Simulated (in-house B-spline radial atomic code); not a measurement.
A fraction x of an electron is removed from 3d in Nb IV (Nb3+), starting from [Kr] 4d2 and keeping the highest spin. Level of theory: non-relativistic wB97X, spin-polarised, spherical fractional occupations, point nucleus; calculated with an all-electron radial atomic-structure program (B-spline basis).

Caution: exact exchange at fractional occupations of open shells leaves self-interaction of up to several eV.

| x | E(x) - E(0) (eV) | 3d down level (eV) |
| --- | --- | --- |
| 0 | 0.0000 | -239.418 |
| 0.01 | 2.3957 | -239.731 |
| 0.19 | 46.0573 | -245.410 |
| 0.28 | ? | ? |
| 0.49 | ? | ? |
| 0.5 | 123.6718 | -255.365 |
| 0.56 | 139.0523 | -257.317 |
| 0.67 | 167.5548 | -260.915 |
| 0.79 | 199.1017 | -264.871 |
| 0.97 | 247.3165 | -270.861 |
| 1 | 255.4574 | -271.866 |

(1) What belongs in the row x = 0.28?

(2) What belongs in the row x = 0.49?

(3) Check Janak's theorem between x = 0.01 and 0.19.

Answers

(1) An energy change of 68.2731 eV; 3d down at -248.278 eV.

(2) An energy change of 121.1198 eV; 3d down at -255.041 eV.

(3) The slope of the energy is 242.56 eV; the orbital levels give 242.57 eV (-ε of the emptying orbital, averaged over the two points).
